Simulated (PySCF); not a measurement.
**Calculated NMR parameters of C=Cc1nccnc1[SiH2]F**

- Formula: C6H7FN2Si
- SMILES: C=Cc1nccnc1[SiH2]F
- InChI: InChI=1S/C6H7FN2Si/c1-2-5-6(10-7)9-4-3-8-5/h2-4H,1,10H2
- Point group of the computed structure: C1
- Degrees of unsaturation: 5
- Carbon signals: 6
- Proton signals: 6

Bonds (- single, = double, # triple, : aromatic): C1=C2, C2-C3, C3:N4, N4:C5, C5:C6, C6:N7, N7:C8, C8-Si9, Si9-F10, C8:C3. C1 carries H11, H12; C2 carries H13; C5 carries H14; C6 carries H15; Si9 carries H16, H17. H11 is cis to C3; H12 is trans to C3.

PySCF 2.14 calculation with σ from GIAO-PBE0/pcSseg-1 and GFN2-xTB geometry; equivalent nuclei averaged, a single conformation, non-relativistic, gas phase.

Scale: TMS for 1H and 13C and 29Si; 19F vs CFCl3; 15N vs NH3 (reference shieldings calculated alike).

| carbon | δC, type | δH (multiplicity) | HMBC from (2–3 bonds) | span of the C tensor (ppm) |
| --- | --- | --- | --- | --- |
| C1 | 133.0, CH2 | H11 7.70 (m); H12 6.18 (m) | H13 | 240 |
| C2 | 140.0, CH | 7.34 (m) | H11, H12 | 214 |
| C3 | 161.1, C | – | H14, H11, H13, H12, H16/H17 | 228 |
| C5 | 150.8, CH | 8.80 (m) | H15 | 219 |
| C6 | 148.3, CH | 8.73 (m) | H14 | 221 |
| C8 | 160.5, C | – | H15, H13, H16/H17 | 201 |

Other nuclei:
```json
{"atoms": "H16/H17", "nucleus": "1H", "environment": "hydrogen on a silicon bonded to C, F", "δ (ppm)": "5.68", "σ (ppm)": "26.04"}
{"atoms": "F10", "nucleus": "19F", "environment": "fluorine bonded to Si", "δ (ppm)": "-220.1", "σ (ppm)": "391.1"}
{"atoms": "Si9", "nucleus": "29Si", "environment": "silicon bonded to C, F, 2 H", "δ (ppm)": "-2.0", "σ (ppm)": "351.2"}
{"atoms": "N7", "nucleus": "15N", "environment": "pyridine-type ring nitrogen", "δ (ppm)": "401.4", "σ (ppm)": "-133.6"}
{"atoms": "N4", "nucleus": "15N", "environment": "pyridine-type ring nitrogen", "δ (ppm)": "354.7", "σ (ppm)": "-87.0"}
```

1. Carbon types of the structure: 2 × C, 3 × CH, 1 × CH2, leaving 2 H on heteroatoms.
2. δC 161.1, 160.5: substituted aromatic carbon next to a ring nitrogen.
3. δC 150.8, 148.3: aromatic CH next to a ring nitrogen; the adjacent pyridine-type nitrogen withdraws density from it.
4. δC 140.0: alkene CH; the olefinic region.
5. δC 133.0: terminal =CH2 carbon; an sp2 carbon of a C=C bond.
6. δH 8.80, 8.73: hydrogen on an aromatic CH next to a ring nitrogen; ring current plus the neighbouring ring nitrogen.

Splittings by 19F in the carbon and heteronuclear signals aren't shown, as no couplings were computed. Shifts are as computed. Against solution values, carbons near 30 ppm lie about +3 ppm off and those near 130 ppm about +5 ppm. Of 1309 compounds with measured shifts, 239 miss one by over three times the rms of a fit or turn the order of signals round; such compounds aren't used in these exercises. Unscaled 19F shifts against computed CFCl3 carry errors that often reach 10 to 50 ppm. Experimental scales use liquid or dissolved standards, which lie at an offset from isolated NH3 (liquid NH3: subtract about 20 ppm). Unscaled 15N shifts of sp2 nitrogen come out 20 to 40 ppm too high even then. Multiplicities follow the n + 1 count of equivalent neighbours, as no J values were calculated; m marks all less simple cases, F and P coupling included.
